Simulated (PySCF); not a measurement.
SMILES [NH2][MgH] (H3MgN) (B3LYP/def2-SVP optimised geometry):

```
5

Mg     0.407     0.002     0.000
H      2.100     0.002     0.000
N     -1.490     0.002    -0.001
H     -2.100    -0.260     0.771
H     -2.099     0.260    -0.776
```

Level of theory: B3LYP/def2-TZVP (PySCF).

Question: What are the frontier orbital energies and the dipole moment?

Answer: HOMO-2 -9.47 eV, HOMO-1 -7.53 eV, HOMO -6.02 eV, LUMO -0.76 eV, LUMO+1 -0.34 eV; dipole moment 0.78 D.

On the same geometry PBE/def2-TZVP (PySCF) gives HOMO-2 -8.23 eV, HOMO-1 -6.49 eV, HOMO -4.91 eV, LUMO -1.17 eV, LUMO+1 -0.74 eV; dipole moment 0.82 D.

Meta-Löwdin charges at B3LYP/def2-TZVP: Mg1 1.19, H2 -0.48, N3 -1.14, H4 0.21, H5 0.21.
